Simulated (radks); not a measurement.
Charge is removed step by step from the 4d down level of the ruthenium ion Ru2+, starting from [Kr] 4d(up 5, down 1). All-electron calculation, scalar-relativistic Kohn-Sham, r2SCAN, spin-polarised, spherical densities, finite nucleus; meta-GGA in the generalised Kohn-Sham scheme; Fermi nuclear charge, rms radius 4.4809 fm. Program: a radial shooting solver on a logarithmic mesh with Libxc functionals.

removed (e),E - E(0) (eV),eigenvalue (eV),E minus straight line (eV)
0,0.000,-21.687,0.000
0.125,2.800,-23.124,-0.642
0.25,5.781,-24.578,-1.104
0.375,8.945,-26.047,-1.383
0.5,12.293,-27.528,-1.478
0.625,15.827,-29.017,-1.387
0.75,19.547,-30.508,-1.109
0.875,23.453,-31.989,-0.646
1,27.542,-33.414,0.000

Removing the whole electron costs 27.542 eV by Delta-SCF, against 21.687 eV from minus the eigenvalue at the starting occupation. Slater's transition state (half an electron removed) gives 27.528 eV. Integrating minus the eigenvalue over the occupation (Janak's theorem) gives 27.543 eV. In this scalar-relativistic scheme the density is built from large components alone, so the theorem holds only approximately. The mean slope of the eigenvalue, de/dn, is 11.7 eV per electron. Ionisation energy of Ru2+ in the NIST Atomic Spectra Database: 28.470 eV (semi-empirical).
